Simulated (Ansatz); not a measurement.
Geometry optimisation, Ansatz, RKS PBE0/def2-SVP.

Input file:

```yaml
crystal:
  periodic: [false, false, false]
  atoms:
    - { symbol: Ga, position_ang: [0.082154, -0.337298, -0.032738] }
    - { symbol: O, position_ang: [-0.060861, -0.247749, 1.750761] }
    - { symbol: H, position_ang: [-0.932983, -0.505733, 2.068715] }
    - { symbol: "N", position_ang: [1.694333, -0.50347, -0.830312] }
    - { symbol: H, position_ang: [1.758349, -0.313439, -1.82568] }
    - { symbol: H, position_ang: [2.510283, -0.1363, -0.344975] }
    - { symbol: Cl, position_ang: [-1.738985, -0.638076, -1.145279] }
    - { symbol: "N", position_ang: [0.064248, 2.627934, 0.922393] }
    - { symbol: H, position_ang: [0.882214, 3.21358, 1.094083] }
    - { symbol: H, position_ang: [-0.75572, 3.235414, 0.945829] }
    - { symbol: H, position_ang: [-0.011731, 1.963738, 1.717602] }
basis:
  gaussian: { orbitals: def2-SVP }
hamiltonian:
  xc: pbe0
relax:
  f_tol: 0.03
  max_steps: 50
```

Launched with:

```bash
$ ansatz run input.yaml --threads 4 --pin off --max-ram 5120MiB --backend cpu --events-out ev --progress --plain --runs-dir out
```

Problem. Where does it end, and by what steps?

Solution. The forces met the threshold. After 17 steps the energy has fallen by 0.838 eV; Cl7 moved furthest, 0.85 Å. Joined: Ga1–N8 (3.12 → 2.08 Å).

```csv
step,energy less start (eV),largest force component (eV/Å),accepted
0,0.0000,0.686,yes
1,-0.1368,0.532,yes
2,-0.3477,0.771,yes
3,-0.5259,0.676,yes
4,-0.6221,1.145,yes
5,-0.5956,1.074,no
6,-0.6926,0.445,yes
7,-0.7225,0.238,yes
8,-0.7469,0.400,yes
9,-0.7475,1.150,yes
10,-0.7891,0.363,yes
11,-0.8064,0.395,yes
12,-0.7389,1.174,no
13,-0.8334,0.150,yes
14,-0.8353,0.137,yes
15,-0.8372,0.199,yes
16,-0.8331,0.518,no
17,-0.8383,0.020,yes
```

```xyz
11
Properties=species:S:1:pos:R:3
Ga 0.075 0.257 0.244
O -0.135 -0.297 1.953
H -0.462 -1.196 2.045
N 1.693 0.096 -0.637
H 1.625 -0.194 -1.610
H 2.377 -0.503 -0.182
Cl -1.711 0.202 -1.039
N 0.018 2.255 0.806
H 0.881 2.734 0.548
H -0.774 2.730 0.373
H -0.096 2.276 1.820
```

Whether the end is a true minimum wasn't checked by a vibrational analysis.

The run took 66 s on 4 threads of Intel(R) Xeon(R) Platinum 8259CL CPU @ 2.50GHz (Skylake/Cascade Lake), on a shared host, peak memory 0.35 GiB.
